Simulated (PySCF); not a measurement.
# Tc: excitation energy

Tc [Kr] 4d5 5s2 (6S) → Tc [Kr] 4d7 (4F), as a difference of total energies. Computed with PySCF 2.14 in ANO-RCC-VTZP (7s6p4d2f1g, 68 functions), with scalar relativity by spin-free X2C-1e. Correlated levels: valence and next inner shell: [Ar] 3d10 frozen. The calculations carry no spin-orbit coupling.

| method | excitation energy (cm⁻¹) |
| --- | --- |
| UHF | 29043 |
| MP2 (valence and next inner shell) | 19658 |
| SCS-MP2 (valence and next inner shell) | 18172 |
| CCSD (valence and next inner shell) | 21755 |
| CCSD(T) (valence and next inner shell) | 20936 |

A first-order spin-orbit estimate (lowest level to lowest level, LS coupling) adds -0.140 eV.
